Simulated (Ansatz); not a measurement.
Consider the cleavage of the B–Si bond: `CB[SiH2]N` + HCl → `CBCl` + `N[SiH3]`.

Program: Ansatz. Geometries: PBE0-D4/def2-TZVP. ΔE: electronic, gas phase. CBS: MP2 limit from def2 TZ/QZ plus the TZ coupled-cluster correction, frozen cores. This one scheme is used for every species. Functionals use def2-TZVPP. One conformer a species, not always the lowest.

`CB[SiH2]N`:

Z-matrix (Å, degrees):
```
C
B 1 1.555
H 1 1.091 2 116.6
H 1 1.102 2 106.0 3 -119.8
H 1 1.095 2 111.8 3 127.0
Si 2 2.013 1 122.7 3 11.2
H 2 1.204 1 117.3 3 -172.6
N 6 1.726 2 111.4 1 -169.8
H 6 1.493 2 111.6 1 -49.2
H 6 1.505 2 106.3 1 64.3
H 8 1.007 6 118.8 2 -38.1
H 8 1.007 6 120.8 2 179.0
```

HCl:

Z-matrix (Å, degrees):
```
Cl
H 1 1.279
```

`CBCl`:

Z-matrix (Å, degrees):
```
C
B 1 1.548
H 1 1.097 2 109.5
H 1 1.090 2 114.9 3 123.3
H 1 1.097 2 108.9 3 -114.1
Cl 2 1.750 1 121.7 3 -125.1
H 2 1.194 1 122.7 3 55.2
```

`N[SiH3]`:

```xyz
7

N     0.829    0.520   -0.424
Si   -0.526   -0.230    0.325
H     0.761    0.831   -1.379
H     1.758    0.183   -0.226
H    -1.714    0.628    0.080
H    -0.862   -1.603   -0.157
H    -0.246   -0.328    1.781
```

| level | ΔE (kJ/mol) | difference from CCSD(T)/CBS |
| --- | --- | --- |
| LDA (SPW92) | -122.9 | 3.2 |
| r2SCAN-D4 | -128.2 | -2.1 |
| PBE0-D4 | -122.4 | 3.7 |
| revPBE | -122.5 | 3.6 |
| r2SCANh | -129.6 | -3.5 |
| BHLYP | -133.8 | -7.7 |
| CAM-B3LYP | -131.3 | -5.2 |
| CCSD/def2-SVP | -139.3 | -13.2 |
| HF/CBS(def2) | -137.9 | -11.8 |
| MP2/CBS(def2) | -134.9 | -8.8 |
| CCSD(T)/CBS | -126.1 | 0 |

Largest T1 diagnostic among the species: 0.011.

Leaving LDA and LC-ωPBE aside and taking each functional with its dispersion term where it has one, the values, not all of them listed here, spread over 13.7 kJ/mol, from B2PLYP to revPBE-D4. The D4 term adds +3.8 kJ/mol with B3LYP and +2.4 kJ/mol with PBE0; it sums over pairs of atoms, weighted by their polarisabilities, and B3LYP, whose exchange is more repulsive, gets the larger term. At CCSD(T), def2-SVP lies −14.0 kJ/mol from the extrapolated value and def2-TZVPP −0.9 kJ/mol.

B3LYP here is the variant with VWN-RPA as its local correlation; programs differ in this.
